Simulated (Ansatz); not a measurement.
Process, species as SMILES: [SiH3][PH] (SiH3-PH) → [PH-][SiH3] (an electron is taken up)
B3LYP-D3(BJ)/def2-TZVP geometries, fixed; electronic energies without zero-point terms; positive where energy is released.
Largest species:
```xyz
6

Si    -1.0291     0.0960     0.1960
P      1.1626    -0.1750    -0.2869
H     -1.8251    -0.8330    -0.6382
H     -1.4580     1.4879    -0.0877
H     -1.2885    -0.1975     1.6273
H      1.5394     0.8235     0.6571
```
Charge 0, spin multiplicity 2.

Basis-set convergence of the adiabatic electron affinity at MP2 with Ansatz (a program for electronic structure). Cartesian d functions, on some or all atoms, in 6-31+G*, 6-31G**; all else is spherical. Cores are frozen. Open shells are unrestricted. No added dispersion term, no relativity. Functions are those of the species that has most. Reference: Hartree-Fock in aug-cc-pV(Q+d)Z plus the correlation part extrapolated as X^-3 from aug-cc-pV(T+d)Z and aug-cc-pV(Q+d)Z, 1.959 eV, itself unsure by roughly 0.015 eV (a third of the extrapolation step and of the last Hartree-Fock step). Deviations are taken from unrounded values.

```
basis            functions  adiabatic electron affinity (eV)  minus reference (eV)
---------------  ---------  --------------------------------  --------------------
STO-3G                  22                            -5.192                -7.152
3-21G                   34                             0.848                -1.111
pcseg-0                 34                             0.891                -1.069
6-31+G*                 54                             1.316                -0.643
def2-SVP                56                             1.077                -0.883
pcseg-1                 56                             1.301                -0.658
6-31G**                 58                             1.062                -0.897
cc-pV(D+d)Z             66                             1.187                -0.772
def2-SVPD               80                             1.502                -0.457
aug-pcseg-1             90                             1.577                -0.382
def2-TZVP               98                             1.613                -0.346
6-311++G(2d,2p)        110                             1.635                -0.325
def2-TZVPD             122                             1.753                -0.207
def2-TZVPP             140                             1.654                -0.305
def2-TZVPPD            164                             1.775                -0.184
aug-pcseg-2            192                             1.785                -0.175
pcseg-3                260                             1.822                -0.137
def2-QZVPPD            284                             1.876                -0.083
```

Of the sets listed that have larger relatives (same family, alike in diffuse functions), none stays within 0.05 eV of the reference together with them.
